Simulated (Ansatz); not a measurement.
Reactions of `O=C([SiH3])S[SiH3]`.

Computed with Ansatz on PBE0-D4/def2-TZVP structures; ΔE is electronic, products minus reactants. CBS: MP2 limit from def2 TZ/QZ plus the TZ coupled-cluster correction, frozen cores. This one scheme is used for every species. Functionals use def2-TZVPP. B3LYP here is the variant with VWN-RPA as its local correlation; programs differ in this. One conformer a species, not always the lowest.

```csv
reaction,ωB97X-V (kcal/mol),B2PLYP (kcal/mol),B3LYP-D4 (kcal/mol)
`O=C([SiH3])S[SiH3]` + `NB(O)O` → `NB(O)O[SiH3]` + `O=CS[SiH3]`,-24.6,-25.0,-24.0
`O=C([SiH3])S[SiH3]` + `F[SiH2]P` → `F[SiH2]P[SiH3]` + `O=CS[SiH3]`,-9.5,-8.5,-8.5
`O=C([SiH3])S[SiH3]` + `N=C1C[SiH2]1` → `[SiH3]/N=C1\C[SiH2]1` + `O=C([SiH3])S`,6.3,5.3,5.0
`O=C([SiH3])S[SiH3]` + `O[SiH2][AlH2]` → `[AlH2][SiH2]O[SiH3]` + `O=C([SiH3])S`,-10.2,-11.3,-11.1
```

(1) Give the CCSD(T)/CBS values in the same order. (Estimate.)

Largest T1 diagnostic: 0.017, for `O=C([SiH3])S`.

## Answers

(1) Computed: -24.1, -9.2, 6.7, -9.8 kcal/mol.
